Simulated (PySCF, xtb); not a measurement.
Se(Br)(SH) (BrHSSe), SMILES [Se](Br)S.

Geometry: B3LYP-D3(BJ)/def2-SVP. Other conformers were not sampled.

Method: PySCF 2.14.0 with IEF-PCM-PBE0/def2-SVP.

The values are the electrostatic part of the solvation free energy, E(continuum) − E(gas) at the gas-phase geometry, in a cavity of scaled van der Waals radii (PySCF's table); cavitation and dispersion terms are not included. In vacuum the orbital gap is 4.22 eV. The dipole moment in vacuum is 1.77 D.

| solvent | ε | ΔG(elec) (kcal/mol) | dipole (D) | gap (eV) |
|---|---|---|---|---|
| water | 78.36 | -3.2 | 2.52 | 4.26 |
| acetone | 20.49 | -3.0 | 2.47 | 4.26 |
| n-hexane | 1.88 | -1.1 | 2.02 | 4.24 |

For comparison, GFN2-xTB/ALPB(water) (xtb, at the GFN2-xTB geometry, all terms of that model) gives -0.6 kcal/mol.
